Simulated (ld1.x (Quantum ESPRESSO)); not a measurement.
Transferability test, TM potential for bismuth

bismuth (Bi), norm-conserving Troullier–Martins (Kleinman–Bylander form), made with ld1.x (Quantum ESPRESSO) 7.5 (PBEsol, scalar-relativistic). Core [Kr] 4d10 4f14 5s2, reference 5p6 5d10 6s2 6p3. Waves: 6s (bound): rc 1.70 bohr; 5p (bound): rc 1.60 bohr; 5d (bound): rc 1.70 bohr. Local part: all-electron potential smoothed inside 1.35 bohr (lloc = -2). Core correction: none.

Occupied shells without a wave of their own: 6p. They enter only through the test configuration that unscreens the potential.

Energies are relative to the spin-unpolarised reference configuration 5p6 5d10 6s2 6p3; without spin polarisation the order of configurations can differ from experiment.

```json
{"valence configuration": "5p6 5d10 6s2 6p2", "charge": "+1", "ΔE all-electron (eV)": "7.949", "error AE − PS (meV)": "-443"}
{"valence configuration": "5p6 5d10 6s2 6p1", "charge": "+2", "ΔE all-electron (eV)": "23.239", "error AE − PS (meV)": "-1115"}
{"valence configuration": "5p6 5d10 6s2 6p0", "charge": "+3", "ΔE all-electron (eV)": "46.596", "error AE − PS (meV)": "-2046"}
{"valence configuration": "5p6 5d9 6s2 6p4", "charge": "0", "ΔE all-electron (eV)": "24.162", "error AE − PS (meV)": "+436"}
{"valence configuration": "5p6 5d9 6s2 6p3", "charge": "+1", "ΔE all-electron (eV)": "33.312", "error AE − PS (meV)": "-35"}
{"valence configuration": "5p6 5d10 6s1 6p0", "charge": "+4", "ΔE all-electron (eV)": "92.074", "error AE − PS (meV)": "-2594"}
```

What are ΔE and the potential's error for 5p6 5d10 6s2 6p2.5?

ΔE = 3.113 eV all-electron; the error (AE − PS) is -194 meV.

ld1.x printed “convergence not achieved” for 7 of the counted tests; their residual had stalled under 1e-8, short of the target of 1e-14. The 6p level has no wave, so the channel is fitted at the deeper level alone: the likely source of the large errors.

Note: ghost state, extra bound levels that the all-electron valence spectrum of the same l lacks: s at -54.5 eV. A true bound ghost makes a file unfit for plane-wave use. The potential misses its own reference levels by up to 0.3 eV.
